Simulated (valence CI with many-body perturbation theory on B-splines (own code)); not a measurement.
Results of a calculation; reference values are marked as such.
# Hyperfine factors and g values of Ce XXXVIII

Level of theory: configuration interaction combined with many-body perturbation theory (CI+MBPT): three valence electrons over a frozen Dirac-Fock core [Ar], a basis of 7 s, 7 p, 8 d, 6 f, 4 g, 1 h functions for each j, with the one-electron correlation potential Σ1, the two-electron term Σ2, the three-electron term Σ3, Breit, model QED; selected CI, second order for the rest, scaled by the run's own slope (own B-spline code, finite nucleus).

The last digits are not significant, and no measured levels were compared; by estimate large intervals hold to a few tenths of a per cent, small ones and those within an open d or f shell to about a per cent. Only levels of the ground parity were solved; by the run's estimate the other parity begins above the list, which can be wrong where configurations are misplaced.

A/g_I is the dipole constant over the nuclear g factor μ/I (μ in nuclear magnetons, uniformly magnetised nucleus), B/Q the quadrupole constant per barn. Both hold the static response of the core; the bare values leave it out. Large factors of s and p1/2 electrons are usually good to 5 to 10 %; those of open d and f shells near neutrality can be off by tens of per cent, and small factors of p3/2, d and f electrons come from cancelling terms and can be off by a factor of two or in sign, in half-filled shells by more. B is blank for J = 1/2, where it vanishes, and for nearly pure S terms. Energies count from the lowest level.

Levels are named by their leading jj configuration (3d3/2^4 stands for four electrons in 3d with j = 3/2), which in mixed levels can hold well under half, so a name can repeat and another be missing. Letters in brackets count levels of one name in rising energy.

| Level | E (eV) | g | A/g_I (MHz) | A/g_I bare | B/Q (MHz/b) | B/Q bare |
| --- | --- | --- | --- | --- | --- | --- |
| (3d3/2^3) J=3/2 | 0.000 | 0.628 | 43700 | 43200 | -21200 | -21600 |
| (3d3/2^2 3d5/2) J=5/2 [a] | 17.049 | 1.044 | 24700 | 24800 | -11900 | -12100 |
| (3d3/2^2 3d5/2) J=3/2 | 22.555 | 1.241 | 19700 | 20100 | -8530 | -8670 |
| (3d3/2^2 3d5/2) J=7/2 | 23.526 | 1.086 | 25500 | 25600 | 3910 | 3970 |
| (3d3/2^2 3d5/2) J=9/2 | 24.845 | 1.079 | 27000 | 27100 | 23900 | 24300 |
| (3d3/2^2 3d5/2) J=1/2 | 25.944 | 1.906 | -19400 | -18100 |  |  |
| (3d3/2^2 3d5/2) J=5/2 [b] | 39.022 | 1.410 | 12000 | 12600 | 31300 | 31800 |
| (3d3/2 3d5/2^2) J=7/2 [a] | 41.376 | 1.057 | 22100 | 22200 | 3130 | 3190 |
| (3d3/2 3d5/2^2) J=9/2 | 43.803 | 1.131 | 21200 | 21400 | 11700 | 11900 |
| (3d3/2 3d5/2^2) J=3/2 [a] | 47.622 | 1.144 | 23300 | 23500 | -25600 | -26100 |
| (3d3/2 3d5/2^2) J=1/2 | 49.573 | 1.418 | -6110 | -5430 |  |  |
| (3d3/2 3d5/2^2) J=11/2 | 51.231 | 1.085 | 23800 | 23900 | 54700 | 55600 |
| (3d3/2 3d5/2^2) J=5/2 [a] | 53.288 | 1.161 | 13600 | 13900 | 31900 | 32400 |
| (3d3/2 3d5/2^2) J=5/2 [b] | 56.240 | 1.091 | 23200 | 23300 | -3940 | -4010 |
| (3d3/2 3d5/2^2) J=7/2 [b] | 58.399 | 1.108 | 24000 | 24200 | 11800 | 12000 |
| (3d5/2^3) J=9/2 | 67.298 | 1.125 | 18000 | 18300 | 9190 | 9350 |
| (3d3/2 3d5/2^2) J=3/2 [b] | 67.764 | 1.102 | 28600 | 28800 | 18200 | 18500 |
| (3d5/2^3) J=3/2 | 80.639 | 0.919 | 28300 | 28200 | 18400 | 18800 |
| (3d5/2^3) J=5/2 | 86.114 | 1.149 | 18000 | 18300 | 9420 | 9580 |
